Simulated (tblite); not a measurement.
Compound: C7H10FN.
Cartesian coordinates in Å at the GFN2-xTB level; atoms count from 1:
```xyz
19
C7H10FN angstrom
C      2.5270   -0.2054   -0.3427
C      1.4113   -0.4208    0.6735
C      0.1380    0.2966    0.2551
C     -1.1212    0.0998    1.1217
C     -1.9580   -0.1207   -0.1616
C     -2.7143    1.0433   -0.5345
N     -3.3128    1.9776   -0.8079
C     -0.6317   -0.2796   -0.9424
F     -0.5312    0.4138   -2.1158
H      2.7870    0.8487   -0.4047
H      2.2135   -0.5362   -1.3301
H      3.4155   -0.7629   -0.0582
H      1.7226   -0.0445    1.6506
H      1.2082   -1.4899    0.7783
H      0.3409    1.3556    0.0835
H     -1.4207    0.9453    1.7365
H     -1.0714   -0.7973    1.7357
H     -2.6180   -0.9911   -0.1726
H     -0.3946   -1.3230   -1.1720
```

All values are computed: GFN2-xTB (tblite) harmonic vibrations without scaling, gas phase. Against measured fundamentals such values can be off by several per cent, at times by over 20. One conformer, not necessarily the lowest.

Harmonic wavenumbers (cm⁻¹): 42.9, 92.5, 118.7, 153.3, 196.9, 236.8, 312.9, 344.1, 396.0, 440.4, 518.9, 590.9, 731.0, 808.9, 837.8, 855.6, 948.4, 985.6, 996.0, 1033.7, 1066.9, 1087.6, 1103.8, 1117.8, 1136.7, 1155.8, 1174.7, 1198.8, 1226.6, 1232.5, 1259.4, 1271.0, 1297.3, 1321.8, 1357.5, 1419.2, 1468.1, 1492.4, 1500.4, 1503.4, 2409.4, 2937.0, 2958.2, 2963.0, 2981.6, 2982.4, 3016.8, 3025.9, 3039.4, 3042.7, 3047.5.

A = 3208, B = 1044, C = 886.4 MHz; mass 127.080 u (most abundant isotopes); point group C1, symmetry number 1.

What is the zero-point energy?

½Σν̃ = 34218 cm⁻¹ = 409.34 kJ/mol.

Give the ideal-gas entropy at 273.15 K and 1 bar in the rigid-rotor, harmonic-oscillator model (classical rotation).

Translation 167.46, rotation 120.55, vibration 98.44: S = 386.4 J/(mol K).

And Cp and H(273.15 K) − H(0)?

Cp = 137.64 J/(mol K), of which vibrations give 104.38 (their classical limit is 51 R = 424.0); H(273.15 K) − H(0) = 23.40 kJ/mol without the zero-point energy, 14.31 from vibrations.

What must be added to the electronic energy to get the Gibbs energy at 273.15 K and 1 bar?

ZPE + [H(273.15 K) − H(0)] − T·S = 409.34 + 23.40 − 105.56 = 327.18 kJ/mol.

How do the functions run with temperature in this model?

```
 T (K)  S (J/(mol K))  Cp (J/(mol K))  H − H(0) (kJ/mol)  G − H(0) (kJ/mol)  ln q(vib)
   150          319.5            91.9               9.37             -38.56       2.68
   250          374.7           128.2              20.32             -73.35       5.00
298.15          398.9           148.1              26.97             -91.98       6.11
   400          448.5           190.8              44.25            -135.15       8.47
   600          539.6           259.2              89.66            -234.11      13.14
   900          658.3           324.8             178.12            -414.34      19.96
```

q(vib) and H(0) count from the zero-point level.

Hindered rotation and anharmonicity are outside this model. Other conformers, if any are populated, would add a mixing term that is left out. The structure is chiral; the term R ln 2 for an equal mix with its mirror image is left out.
